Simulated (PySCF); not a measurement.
# How methods differ on the ionisation energy of Sr

Sr [Kr] 5s2 (1S) → Sr⁺ [Kr] 5s1 (2S), as a difference of total energies. Computed with PySCF 2.14 in x2c-TZVPall (8s6p6d1f, 63 functions), with scalar relativity by spin-free X2C-1e. Correlated levels: valence: [Kr] frozen. The calculations carry no spin-orbit coupling.

```tsv
method	ionisation energy (eV)
UHF	4.746
M06-L	5.759
r2SCAN	5.428
MP2 (valence)	5.216
SCS-MP2 (valence)	5.310
```

Errors of the correlated levels include the incompleteness of this basis and the frozen core.

MP2 underrates the near-degeneracy of ns² with np² in the lower species.

Q: Which method comes closest to the reference value, and which is furthest?

A: The reference is 5.695 eV (measured; NIST Atomic Spectra Database, ionization energies). Closest: M06-L (error 0.064 eV); furthest: UHF (error -0.949 eV).
